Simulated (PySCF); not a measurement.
F2Hg, SMILES [F][Hg][F].

Geometry: B3LYP-D3(BJ)/def2-TZVP. The def2 effective core potentials stand for the cores of Hg; spin–orbit coupling is left out.

All values below come from IEF-PCM-ωB97X/def2-SVP in PySCF.

The values are the electrostatic part of the solvation free energy, E(continuum) − E(gas) at the gas-phase geometry, in a cavity of scaled van der Waals radii (PySCF's table); cavitation and dispersion terms are not included. A continuum can't describe solvent molecules that bind to the metal. In vacuum the orbital gap is 12.24 eV. The dipole moment in vacuum is 0.00 D.

```csv
solvent,ε,ΔG(elec) (kcal/mol),dipole (D),gap (eV)
water,78.36,-17.2,0.00,12.68
benzene,2.27,-7.9,0.00,12.44
2-propanol,19.26,(withheld),(withheld),(withheld)
```

Complete the blanks. (An estimate is asked for; the answer gives what the named calculation found.)


- 2-propanol, ΔG(elec) (kcal/mol): -16.2
- 2-propanol, dipole (D): 0.00
- 2-propanol, gap (eV): 12.65
